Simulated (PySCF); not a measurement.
These compounds are isomers of formula C5H8NPSi.

A. `C=Cn1cpc([SiH3])c1`
B. SMILES [SiH3]Pc1ccccn1
C. `Cc1cncpc1[SiH3]`
D. SMILES Cc1ncc([SiH3])cp1

Spectrum 1. ¹H NMR (300 MHz, computed): δ 10.58 (m, 1H), 9.00 (m, 1H), 4.72 (m, 3H), 2.61 (s, 3H). ¹³C{¹H} NMR (computed): δ 188.9 (CH), 181.9 (C), 151.4 (CH), 143.5 (C), 24.5 (CH3).

Spectrum 2. ¹H NMR (300 MHz, computed): δ 8.69 (m, 1H), 7.76 (m, 1H), 7.76 (m, 1H), 7.20 (m, 1H), 4.30 (m, 3H), 3.94 (m, 1H). ¹³C{¹H} NMR (computed): δ 170.9 (C), 154.4 (CH), 140.8 (CH), 133.1 (CH), 125.4 (CH).

Spectrum 3. ¹H NMR (300 MHz, computed): δ 9.86 (m, 1H), 9.22 (m, 1H), 4.53 (s, 3H), 3.10 (m, 3H). ¹³C{¹H} NMR (computed): δ 205.8 (C), 185.2 (CH), 156.3 (CH), 127.7 (C), 33.9 (CH3).

Spectrum 4. ¹H NMR (300 MHz, computed): δ 8.89 (m, 1H), 7.36 (m, 1H), 7.01 (m, 1H), 5.49 (m, 1H), 5.04 (m, 1H), 4.63 (m, 3H). ¹³C{¹H} NMR (computed): δ 156.5 (CH), 142.5 (CH), 137.1 (CH), 135.2 (C), 103.3 (CH2).

All values are calculated (PySCF 2.14): GFN2-xTB structure, NMR shieldings at PBE0/pcSseg-1/GIAO. Equivalent nuclei averaged, no solvent, non-relativistic, a single conformation.

δ = σ(ref) − σ, references computed at the same level: ¹H, ¹³C vs TMS. Splittings of carbon signals by F and P are missing where no couplings were computed. Where no couplings were computed, multiplicities follow the n + 1 count of equivalent neighbours, and m marks all less simple cases (inequivalent or close neighbours, rings, F or P nearby). Shifts are as computed. Against solution values, carbons near 30 ppm lie about +3 ppm off and those near 130 ppm about +5 ppm. Of 1211 compounds with measured shifts, 218 miss one by over three times the rms of a fit or turn the order of signals round; such compounds aren't used in these exercises.

Question: Match each spectrum to its structure.

Answer: 1–C, 2–B, 3–D, 4–A.

- Spectrum 1 (C): 5 ¹³C signals; δC 188.9 is an aromatic CH next to a ring nitrogen; δC 151.4 is an aromatic CH next to a ring nitrogen.
- Spectrum 2 (B): 5 ¹³C signals; δC 154.4 is an aromatic CH next to a ring nitrogen; δC 133.1 is an aromatic CH.
- Spectrum 3 (D): 5 ¹³C signals; δC 156.3 is an aromatic CH next to a ring nitrogen; δC 33.9 is a methyl carbon on an aromatic ring.
- Spectrum 4 (A): 5 ¹³C signals; δC 156.5 is an aromatic CH next to a ring nitrogen; δC 142.5 is an aromatic CH next to a ring nitrogen.
